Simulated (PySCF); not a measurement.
# The first ionisation energy along the 4d series

All values are computed (PySCF 2.14, energy differences of UHF-based or UKS calculations, no spin-orbit coupling). Values in eV. The last column holds reference values (NIST; (s) semi-empirical, (t) theoretical, else measured). Unmarked ones compare directly (S terms, centres of terms, or small fine structure); those marked * lie between the lowest fine-structure levels and include a spin-orbit shift.

```tsv
element	configurations	r2SCAN	MP2 (valence)	SCS-MP2 (valence)	CCSD (valence and next inner shell)	CCSD(T) (valence and next inner shell)	CCSD(T) (valence)	reference
Zr (x2c-TZVPPall, spin-free X2C)	[Kr] 4d2 5s2 → [Kr] 4d2 5s1	6.108	6.089	6.274	6.412	6.559	6.406	6.639
Nb (x2c-TZVPPall, spin-free X2C)	[Kr] 4d4 5s1 → [Kr] 4d4	n/a	6.436	6.140	6.683	6.745	6.522	6.776
Mo (x2c-TZVPPall, spin-free X2C)	[Kr] 4d5 5s1 → [Kr] 4d5	7.476	6.786	6.432	6.980	7.042	6.840	7.092
Tc (x2c-TZVPPall, spin-free X2C)	[Kr] 4d5 5s2 → [Kr] 4d5 5s1	6.554	6.657	6.902	6.819	6.958	6.878	7.119
Ru (x2c-TZVPPall, spin-free X2C)	[Kr] 4d7 5s1 → [Kr] 4d7	7.661	7.084	6.834	7.157	7.238	7.090	7.365
Rh (x2c-TZVPPall, spin-free X2C)	[Kr] 4d8 5s1 → [Kr] 4d8	7.713	7.183	6.970	7.207	7.295	7.171	7.479
Pd (x2c-TZVPPall, spin-free X2C)	[Kr] 4d10 → [Kr] 4d9	8.505	8.528	8.289	7.983	8.154	8.143	8.512
Cd (x2c-TZVPPall, spin-free X2C)	[Kr] 4d10 5s2 → [Kr] 4d10 5s1	8.851	8.718	8.690	8.651	8.776	8.723	8.994
```

Task: Fill in the row of Ag (x2c-TZVPPall, spin-free X2C) ([Kr] 4d10 5s1 → [Kr] 4d10).

Result: r2SCAN 7.790; MP2 (valence) 7.334; SCS-MP2 (valence) 7.180; CCSD (valence and next inner shell) 7.266; CCSD(T) (valence and next inner shell) 7.358; CCSD(T) (valence) 7.278; reference 7.576 (eV).

"Valence" correlates the outer s and p shells and, in groups 3 to 12 and the f block, the outer d or f shell, open or full, or the next shell where the ion has no valence electron left; the wider scheme adds the next inner shell.
